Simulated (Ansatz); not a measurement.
Z-matrix (Å, degrees):
```
C
Si 1 1.870
C 1 1.533 2 118.9
F 1 1.389 2 112.7 3 -136.5
Si 1 1.877 2 120.5 3 76.2
H 2 1.488 1 111.4 3 72.4
H 2 1.484 1 110.3 3 -165.8
H 2 1.488 1 106.8 3 -46.6
H 3 1.086 1 117.9 2 -5.3
H 3 1.088 1 112.8 2 -139.6
H 5 1.475 1 117.6 2 147.4
H 5 1.477 1 119.4 2 -2.7
```

Charge 0, multiplicity 1.

Problem. List the ωB97M-V/def2-TZVPP orbital energies in eV (Ansatz 0.2.0). (An estimate is asked.)

Solution. Ansatz gave: Occupied: -1807.16, -1806.92, -677.30, -283.34, -281.65, -148.29, -148.02, -102.41, -102.40, -102.39, -102.13, -102.12, -102.12, -36.11, -24.75, -19.84, -18.05, -17.65, -15.73, -15.50, -15.02, -14.06, -12.60, -12.28, -12.15, -12.01, -10.54, -9.09. Lowest empty: 1.49, 2.06, 2.40, 2.70, 2.85, 3.21, 3.43, 3.50.
